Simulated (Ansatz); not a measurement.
Start from `OB(O)BS` and change one atom or group to get `C[Te]B(O)O`.

Ansatz, PBE0-D4/def2-TZVP geometries, multiplicity 1. Each molecule was computed in one conformer, which needn't be the lowest.

Elements past krypton have def2 core potentials.

```csv
property,`OB(O)BS`
HOMO–LUMO gap (ωB97M-V/def2-TZVPP) / eV,10.56
size of the dipole moment (B3LYP/def2-TZVPP) / D,1.20
LUMO energy (PBE/def2-TZVPP) / eV,-2.72
HOMO–LUMO gap (PBE0/def2-TZVPP) / eV,6.32
HOMO energy (PBE0/def2-TZVPP) / eV,-8.17
LUMO energy (B3LYP/def2-TZVPP) / eV,-2.01
```

Problem. Give the same properties after the change, and the shifts. (Estimate.)

Solution. The calculation gave: 
```tsv
property	`C[Te]B(O)O`	shift
HOMO–LUMO gap (ωB97M-V/def2-TZVPP) / eV	9.32	-1.24
size of the dipole moment (B3LYP/def2-TZVPP) / D	0.75	-0.45
LUMO energy (PBE/def2-TZVPP) / eV	-1.31	1.41
HOMO–LUMO gap (PBE0/def2-TZVPP) / eV	5.56	-0.76
HOMO energy (PBE0/def2-TZVPP) / eV	-6.05	2.12
LUMO energy (B3LYP/def2-TZVPP) / eV	-0.75	1.26
```

With PBE0 the HOMO rises by 2.12 eV and the LUMO rises by 1.35 eV, so the gap narrows by about 0.77 eV. PBE moves the HOMO by 1.78 eV and ωB97M-V by 2.27 eV. The zero-point energy changes by 35.4 kJ/mol with +3 modes. Dipoles are sizes alone; their direction can turn.

B3LYP here is the variant with VWN-RPA as its local correlation; programs differ in this.

Spin–orbit coupling is left out; it splits and shifts lone-pair levels of the heavy atoms by tenths of an eV.
